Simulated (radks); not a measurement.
Question: Excited configurations of Xe I: one electron is placed in a higher orbital outside [Kr] 4d10 5s2 5p5. The ground configuration is [Xe]. All-electron calculation, scalar-relativistic Kohn-Sham, PBE, spin-polarised, spherical densities, finite nucleus; open shells are filled with parallel spins first (spin-orbit coupling, left out, can overturn this in heavy ions); Fermi nuclear charge, rms radius 4.7859 fm. Program: a radial shooting solver on a logarithmic mesh with Libxc functionals. Excitation = E - E(ground); binding = E(ion) - E, where the ion is the core of charge +1; n* = 1/sqrt(2 binding) in atomic units, and the quantum defect is n - n*.

outer orbital  excitation (eV)  binding (eV)     n*  quantum defect  eigenvalue (eV)  <r> (bohr)
5f                      11.682         0.677  4.482           0.518           -0.405       27.97
6s                       8.471         3.888  1.871           4.129           -2.216       5.760
6p                       9.810         2.549  2.310           3.690           -1.413       7.806
6d                      10.989         1.370  3.151           2.849           -0.752       13.50
7s                      10.522         1.837  2.721           4.279           -1.149       12.25
7p                      10.965         1.394  3.124           3.876           -0.850       15.42
7d                      11.494         0.865  3.965           3.035           -0.539       23.70

Estimate the row for 5d.

Answer: excitation (eV) 10.060; binding (eV) 2.299; n* 2.433; quantum defect 2.567; eigenvalue (eV) -0.646; <r> (bohr) 6.465. The Delta-SCF ionisation energy is 12.359 eV (NIST Atomic Spectra Database: 12.130 eV, measured). Self-interaction in the functional shifts the binding energies and quantum defects, so they are the method's values and not measured ones. Open shells are spherical and high-spin; term and fine-structure splittings are not resolved. Spin-orbit splitting is averaged out at the scalar-relativistic level.
